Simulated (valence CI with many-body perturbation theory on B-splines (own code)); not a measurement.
## Yb XLVIII: one-electron terms

Calculated by valence CI with perturbative core correlation (CI+MBPT): five valence electrons over a frozen Dirac-Fock core [Ar], radial functions for each j: 7 s, 7 p, 8 d, 6 f, 4 g, 1 h, with the one-electron correlation potential Σ1, the two-electron term Σ2, the three-electron term Σ3, Breit, model QED; selected CI, second order for the rest (own B-spline code, finite nucleus).

The last digits are not significant, and no measured levels were compared; by estimate large intervals hold to a few tenths of a per cent, small ones and those within an open d or f shell to about a per cent. The list stops below the first excitations out of the core. Only levels of the ground parity were solved; by the run's estimate the other parity begins above the list, which can be wrong where configurations are misplaced.

These are the spectroscopic orbitals of the CI (the correlating ones are not listed), shaped by the core and the other valence electrons. h is the expectation value of the core's Dirac-Fock operator, without the valence repulsion; Σ1 is computed up to l = 3 at one energy for each symmetry, that of its lowest orbital but kept below the first core excitation, so for empty shells it is not the orbital's own correlation shift; Breit and QED include the response of the core.

```
Orbital  h (hartree)  Σ1 (cm⁻¹)  Breit (cm⁻¹)  QED (cm⁻¹)  ⟨r⟩ (bohr)
  4s1/2      -101.69      -7927         12080        9242      0.4026
  5s1/2      -62.482      -3056          5869        4582      0.6548
  6s1/2      -42.278      -1536          3220        2564      0.9713
  4p1/2      -98.809     -10604         19206         226      0.3967
  5p1/2      -61.052      -3872          9540         124      0.6530
  6p1/2      -41.469      -1908          5303        72.2      0.9736
  4p3/2      -95.143      -9803         11291        1075      0.4134
  5p3/2      -59.267      -3743          5666         550      0.6736
  6p3/2      -40.467      -1876          3438         314      0.9984
  3d3/2      -170.08     -21585         25371       -1851      0.1797
  4d3/2      -91.177     -10564          9407        -522      0.3905
  5d3/2      -57.341      -4084          4583        -238      0.6601
  3d5/2      -167.84     -19669         13418        -619      0.1833
  4d5/2      -90.336     -10063          5000       -96.2      0.3949
  5d5/2      -56.921      -3851          2414       -29.8      0.6655
  4f5/2      -86.712     -26153          1383        -363      0.3525
  5f5/2      -55.247     -10407           612        -172      0.6296
  4f7/2      -86.406     -21001         -17.7        -186      0.3545
  5f7/2      -55.083      -8341          40.7       -81.8      0.6320
  5g7/2      -54.081                      115       -48.5      0.5663
  5g9/2      -54.004                    -36.7        -4.6      0.5675
```

Among the shells of the start configuration 3d5, Σ1 is largest in size for 3d3/2, where it is 0.058 % of h.

Lowest root of each symmetry, sizes in configuration state functions:

| J | Parity | Roots | Reference | Variational | Second order | Change by selected CI (cm⁻¹) | Change by second order (cm⁻¹) |
| --- | --- | --- | --- | --- | --- | --- | --- |
| 1/2 | even | 4 | 39 | 17659 | 1880 | -21937 | -2 |
| 3/2 | even | 7 | 67 | 25029 | 216200 | -20638 | -41 |
| 5/2 | even | 10 | 81 | 26621 | 167720 | -20404 | -109 |
| 7/2 | even | 7 | 72 | 24102 | 115306 | -19860 | -235 |
| 9/2 | even | 5 | 56 | 23995 | 20028 | -20559 | -213 |
| 11/2 | even | 3 | 35 | 24515 | 11739 | -19756 | -43 |
| 13/2 | even | 1 | 18 | 19611 | 6587 | -18964 | -7 |
